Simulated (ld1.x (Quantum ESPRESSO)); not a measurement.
# What one change does to a pseudopotential (aluminium, TM)

* Element: Al (Z = 13)
* Generator: ld1.x (Quantum ESPRESSO) 7.5
* Type: norm-conserving Troullier–Martins (Kleinman–Bylander form)
* Functional: PBEsol
* Relativity: scalar-relativistic
* Frozen core: [Ne]
* Valence charge: 3
* Reference configuration: 3s2 3p1
* Partial waves: 3s (bound): rc 2.30 bohr; 3d channel at 0.35 Ry: rc 2.40 bohr; 3p (bound): rc 1.70 bohr
* Local potential: the p channel
* Core correction: Bessel-smoothed model core, default radius (core density twice the valence density)

Change: all radii but the core radius scaled by about 1.08 (s 2.50, p 1.84, d 2.60 bohr).

Cutoffs: the cutoffs (Ry, on a coarse ladder) from which the occupation-weighted sum of valence levels, in a spherical-Bessel basis at the reference potential, stays within 10 and 1 mRy of its value at 400 Ry; they do not see the model core or the augmentation charge, which bear on the density cutoff. Errors are all-electron minus pseudo energies relative to the spin-unpolarised reference configuration.

Task: What does the change do?

Result: The potential gets softer (10 Ry and 35 Ry → 8 Ry and 25 Ry); of the 7 tests that both files solve, the error grows in 5 and shrinks in 0 by more than 15 % and 0.3 meV (median size 1.0 → 3.7 meV); neither file shows a bound ghost. A larger radius leaves more room for a smooth pseudo-wave, so fewer plane waves are needed. More of the atom is replaced by a form fitted at one configuration, so other configurations suffer.

```csv
quantity,base,changed
"cutoff, loose",10 Ry,8 Ry
"cutoff, tight",35 Ry,25 Ry
bound ghosts,none,none
"error for 3s2 3p0, meV [ΔE 5.74 eV]",+1.1,+1.5
"error for 3s1 3p0, meV [ΔE 24.91 eV]",-1.0,-3.7
"error for 3s2 3p0.5, meV [ΔE 2.07 eV]",+0.2,+0.2
"error for 3s1 3p2, meV [ΔE 5.12 eV]",-3.4,-7.8
"error for 3s1 3p1, meV [ΔE 11.53 eV]",-0.5,-5.4
"error for 3s0 3p3, meV [ΔE 10.41 eV]",-14,-34
"error for 3s2 3p1.3, meV [ΔE -0.57 eV]",+0.1,0.0
```
